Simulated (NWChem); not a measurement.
System: phosphorus nitride (PN); SMILES N#P

Input file for NWChem:

```
start job
memory heap 200 mb stack 900 mb global 1100 mb
geometry units angstroms noautosym nocenter noautoz
  N      0.000000     0.000000     1.004870
  P      0.000000     0.000000    -0.474538
end
basis spherical
  N library cc-pvtz
  P library cc-pvtz
end
dft
  xc pbe0
  iterations 150
end
tddft
  cis
  ecut -13.0
  nroots 6
  notriplet
end
task tddft energy
```

Geometry: optimised at PBE0-D3(BJ)/def2-TZVP.

Core excitations by TDA in a window of 1s orbitals, non-relativistic and unshifted: absolute energies depend strongly on the exact-exchange share.

### Question
Predict the main results of this run. (PBE0/cc-pVTZ, restricted-window TDA.) Quantities: first 1s excitation (eV); dipole oscillator strength of the first; first state with f > 0.002 (eV); dipole oscillator strength of that state.

### Answer
| Quantity | Value |
|---|---|
| first 1s excitation (eV) | 387.0 |
| dipole oscillator strength of the first | 0.0461 |
| first state with f > 0.002 (eV) | 387.0 |
| dipole oscillator strength of that state | 0.0461 |
